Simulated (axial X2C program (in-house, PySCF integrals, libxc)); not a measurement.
## Spectroscopic constants of GaSi

Calculated with an in-house relativistic program for diatomic molecules. Spin-free means the one-electron spin-free X2C Hamiltonian; two-component (2c) means X2C with spin–orbit coupling and atomic mean-field two-electron Coulomb and Gaunt terms, so the difference of the two also holds small scalar two-electron terms. Basis: Ga dyall-cv3z [9s9p7d4f1g], Si dyall-v3z [8s7p2d1f] (cores contracted in-house); Gaussian nuclei, density fitting, unrestricted open shells. Masses: Ga 68.926 u, Si 27.977 u.

The run was started with this input:
```json
{
 "zs": [
  31,
  14
 ],
 "q": 0,
 "bas": [
  "dyall-cv3z",
  "dyall-v3z"
 ],
 "levels": [
  "PBE0",
  "HF",
  "B97-3"
 ],
 "cc": true,
 "r0": 2.4,
 "thr": -1.0,
 "nmax": 90,
 "npts": 10,
 "nst": 2,
 "ntry": 6
}
```
```bash
python so2c.py task.json out
```

Keys: zs atomic numbers; q charge; bas basis sets; levels methods; cc coupled cluster on or off; r0 starting distance in Å; thr threshold in hartree for freezing inner shells (an s shell follows its p shell); nmax most natural virtual spinors; npts points on the curve; nst determinants followed; ntry starts of the search. HF also brings MP2.

State, spin-free: M_S = 3/2, Λ = 0 (beyond evenly filled blocks: σα, π+α, π-α); electrons by block: σα: 12, σβ: 11, π+α: 5, π+β: 4, π-α: 5, π-β: 4, δ+α: 1, δ+β: 1, δ-α: 1, δ-β: 1. Fragments: Ga + Si.

State, 2c: Ω = 3/2 (⟨Sz⟩ = 1.50, ⟨Lz⟩ = 0.00 at PBE0); electrons by block: 1/2: 16, -1/2: 16, 3/2: 6, -3/2: 5, 5/2: 1, -5/2: 1. Fragments: Ga + Si.

```
Hamiltonian    level  Re (Å)  ωe (cm⁻¹)  Be (cm⁻¹)  De (eV)  D0 (eV)  μ (D)
  spin-free     PBE0   2.418      300.1     0.1449     2.52     2.50  -1.40
  spin-free       HF   2.495      271.6     0.1361     1.55     1.53  -2.15
  spin-free      MP2   2.436      304.3     0.1428     2.32     2.31    n/a
  spin-free     CCSD   2.449      297.8     0.1413     2.18     2.16    n/a
  spin-free  CCSD(T)   2.444      301.3     0.1418     2.31     2.29    n/a
  spin-free    B97-3   2.444      288.5     0.1418     2.36     2.35  -1.52
         2c     PBE0   2.418      299.8     0.1448      n/a      n/a  -1.40
         2c       HF   2.496      271.5      0.136      n/a      n/a  -2.15
         2c      MP2   2.437      304.0     0.1427     2.28     2.26    n/a
         2c     CCSD   2.449      297.6     0.1412     2.12     2.11    n/a
         2c  CCSD(T)   2.445      301.1     0.1417     2.26     2.24    n/a
         2c    B97-3   2.445      288.2     0.1417      n/a      n/a  -1.52
```

Correlated methods: 7 electrons correlated (number of frozen shells: Ga 3 s, 2 p, 1 d; Si 2 s, 1 p), 231 virtual spin orbitals or spinors in MP2, 90 natural virtuals in coupled cluster.

Dipoles are positive if Si is the positive end.

The state is a single determinant with fixed occupations, the lowest that a limited PBE0 search found. Dissociation energies refer to the lowest single-determinant-based atoms at the same level and basis. De is not given where an atomic determinant may have missed its ground term or J level, or where the truncated virtual space spoils (T). Density functionals use the spin component along the axis (collinear). CCSD and (T) use frozen natural virtuals with an MP2 correction for the truncation; (T) itself is uncorrected, so its De runs slightly low. The 2c atoms are single determinants rather than J levels; their spin–orbit lowering is only partly caught, and De is too large by that part. This holds for MP2, CCSD, CCSD(T). PBE0 can misorder states that lie within some tenths of an eV, so this need not be the ground state of the molecule. The nearest other spin-free determinant of the search, M_S = 1/2, Λ = 0, lies 0.31 eV up at the distance of the search. The functionals have no current-density term, which raises determinants with orbital currents, atoms included. With several unpaired electrons one determinant need not be a pure state. This is the top spin component of a Σ state; components of lower Ω are not single determinants and can lie lower. With the outer-core shells frozen, correlated bond lengths of heavy atoms tend to come out a few hundredths of an ångström too long.

Rough cost a point (2c) on 1 thread(s) of a shared host, integrals apart: PBE0 0.7 s, HF 0.5 s, CCSD(T) 5 s, B97-3 0.7 s.

The whole task took 2.1 min on 1 thread of Intel(R) Xeon(R) Processor @ 2.30GHz, with other jobs on the host.
